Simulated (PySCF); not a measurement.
Mapped SMILES: `[CH:1]#[C:2][c:3]1[o:4][cH:5][cH:6][c:7]1[CH2:8][CH3:9]`. Hydrogens are named by the atom that carries them.

Geometry: GFN2-xTB; GIAO absolute shieldings from PySCF 2.14.0 with density-fitted response routines, gas phase, non-relativistic, averaged over equivalent atoms.

At PBE0/cc-pVDZ (166 basis functions, 32 s wall time on 1 thread of an Intel Xeon Platinum 8488C, shared host):
```json
{"atoms": "C5", "σ (ppm)": "58.6"}
{"atoms": "C7", "σ (ppm)": "59.0"}
{"atoms": "C3", "σ (ppm)": "66.0"}
{"atoms": "C6", "σ (ppm)": "85.9"}
{"atoms": "C1", "σ (ppm)": "111.4"}
{"atoms": "C2", "σ (ppm)": "126.7"}
{"atoms": "C8", "σ (ppm)": "174.8"}
{"atoms": "C9", "σ (ppm)": "179.7"}
{"atoms": "O4", "σ (ppm)": "52.2"}
{"atoms": "H(C5)", "σ (ppm)": "24.48"}
{"atoms": "H(C6)", "σ (ppm)": "25.37"}
{"atoms": "H(C1)", "σ (ppm)": "28.66"}
{"atoms": "H(C8)", "σ (ppm)": "29.06"}
{"atoms": "H(C9)", "σ (ppm)": "30.59"}
```

Predict the values at PBE0/pcSseg-1 on the same geometry.

Results:


```tsv
atoms	σ at PBE0/pcSseg-1	change
C5	38.6	-20.0
C7	41.2	-17.8
C3	48.3	-17.7
C6	68.0	-17.9
C1	92.2	-19.2
C2	108.7	-18.0
C8	163.1	-11.7
C9	167.6	-12.1
O4	25.2	-27.0
H(C5)	24.34	-0.14
H(C6)	25.18	-0.19
H(C1)	28.41	-0.25
H(C8)	29.00	-0.06
H(C9)	30.50	-0.09
```

The largest change is at O4 (aromatic ring oxygen). Cost: 193 basis functions, 36 s wall time on 1 thread of an Intel Xeon Platinum 8488C, shared host. The order of the carbon signals is the same at both levels.
